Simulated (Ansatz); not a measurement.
Compare A (`S[SiH]1CN1`) with its isomer B (`CS[Si]N`).

Program: Ansatz. Geometries: PBE0-D4/def2-TZVP. ΔE: electronic, gas phase. CCSD(T)/CBS adds triple-zeta CCSD(T) − MP2 to the extrapolated MP2 energy (def2 sets, frozen cores). Functionals use def2-TZVPP. B3LYP here is the variant with VWN-RPA as its local correlation; programs differ in this. One conformer a species, not always the lowest.

(1) Which isomer does CCSD(T)/CBS put lower? Give the gap. (Best estimate.)

(2) Give E(B) − E(A) in kcal/mol with BLYP-D4, PBE0-D4, HF/def2-TZVPP, MP2/def2-TZVPP, CCSD(T)/def2-SVP, B3LYP-D4, CCSD/def2-TZVPP. (Estimate.)

(3) Does the order hold for the free energy at 298.15 K (harmonic terms from PBE0-D4)? (Estimate.)

Largest T1 diagnostic: 0.013.

Results:

(1) Ansatz gave: B, by 24.0 kcal/mol.

(2) Computed: BLYP-D4 -27.4, PBE0-D4 -22.8, HF/def2-TZVPP -24.8, MP2/def2-TZVPP -22.1, CCSD(T)/def2-SVP -25.3, B3LYP-D4 -26.0, CCSD/def2-TZVPP -23.7. None reverses the order clearly.

(3) Computed: Yes: G(B) − G(A) = -21.5 kcal/mol, for one conformer each.

At CCSD(T), def2-SVP lies −1.4 kcal/mol from the extrapolated value and def2-TZVPP +0.2 kcal/mol. From PBE to PBE0 (25 % exact exchange), in def2-TZVPP and without D4, E(B) − E(A) moves by +1.1 kcal/mol.
